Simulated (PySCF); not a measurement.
## Simulated absorption spectrum

C6H11P.
Structure used (GFN2-xTB), in Å, numbered top down from 1:
```xyz
18
C6H11P angstrom
C      2.3506   -0.0683   -0.6613
C      1.3664   -0.6992    0.3249
C     -0.0552   -0.4193   -0.0500
C     -0.9600   -1.3421   -0.3655
P     -2.6149   -0.6837   -0.7509
C     -2.0672    0.9685   -0.0759
C     -0.5390    1.0034   -0.1304
H      3.3704   -0.3443   -0.4033
H      2.2736    1.0160   -0.6432
H      2.1449   -0.4140   -1.6721
H      1.5573   -0.2992    1.3254
H      1.5246   -1.7789    0.3580
H     -0.7704   -2.4036   -0.3714
H     -2.3140   -0.3841   -2.0951
H     -2.4101    1.0191    0.9622
H     -2.5351    1.7895   -0.6201
H     -0.2060    1.4320   -1.0814
H     -0.1249    1.6144    0.6739
```

Method used: TDDFT B3LYP/def2-SVPD, vertical, gas phase, core orbitals frozen in the response (PySCF 2.14.0, density-fitted response routines).

Computed states:

| state | E (eV) | f |
| --- | --- | --- |
| S1 | 5.28 | 0.074 |
| S2 | 5.85 | 0.014 |
| S3 | 5.98 | 0.019 |
| S4 | 6.42 | 0.169 |
| S5 | 6.53 | 0.0093 |
| S6 | 6.73 | 0.016 |
| S7 | 6.85 | 0.0053 |
| S8 | 6.91 | 0.0014 |

Broadening: Gaussians 0.25 eV wide at half height, area fixed by f = 4.319×10⁻⁹ ∫ε dν̃. The cross-section is σ = 3.8235×10⁻²¹ ε cm², given in Mb (10⁻¹⁸ cm²). The width is an assumption, not a result. The curve ends short of the highest state used, and states not computed would add to its high-energy end.

Task: Give the broadened spectrum and its maxima.

Result: 
E (eV), σ (Mb) and a bar:
```
     4.91       0.06 
     4.96       0.30 
     5.00       0.88 #
     5.05       2.75 ##
     5.10       6.92 #####
     5.15      13.94 ##########
     5.20      22.51 ################
     5.25      29.12 #####################
     5.29      30.49 ######################
     5.34      26.46 ###################
     5.39      18.39 #############
     5.44      10.24 #######
     5.49       4.59 ###
     5.53       2.11 ##
     5.58       0.88 #
     5.63       0.94 #
     5.68       1.94 #
     5.73       3.78 ###
     5.78       6.22 #####
     5.82       8.26 ######
     5.87      10.33 ########
     5.92      11.34 ########
     5.97      10.91 ########
     6.02       9.09 #######
     6.06       7.11 #####
     6.11       5.12 ####
     6.16       5.48 ####
     6.21      10.59 ########
     6.26      22.58 #################
     6.31      40.98 ##############################
```

Maxima: 235 nm (5.28 eV), ε about 8000, made up of S1 (100%); 209 nm (5.93 eV), ε about 3000, made up of S2 (38%) and S3 (62%) (ε in L mol⁻¹ cm⁻¹; maxima over ε = 5, shares over 10%). At its high-energy end, 6.31 eV, the curve is still rising (ε about 11000, from S4).

Task: Coming from long wavelengths, where does ε first pass 100 L mol⁻¹ cm⁻¹?

Result: At about 249 nm (4.97 eV), 0.31 eV below S1.

Task: Does any computed singlet lie in the visible range?

Result: No computed singlet lies in the visible range (380 to 750 nm); the lowest, at 235 nm, stands 2.02 eV above its violet end (3.26 eV).

Task: On this curve, what absorbance would a 10⁻³ mol/L sample give at 248 nm over a 1 cm path?

Result: 248 nm is 4.999 eV, where ε is about 230 L mol⁻¹ cm⁻¹, so A = ε c l ≈ 0.23 (Beer–Lambert, with the gas-phase spectrum and the assumed width).

Rough CPU time on one thread of a shared machine: about 2.1 min (with the writing of density and orbital grids).

One conformer stands for the species.
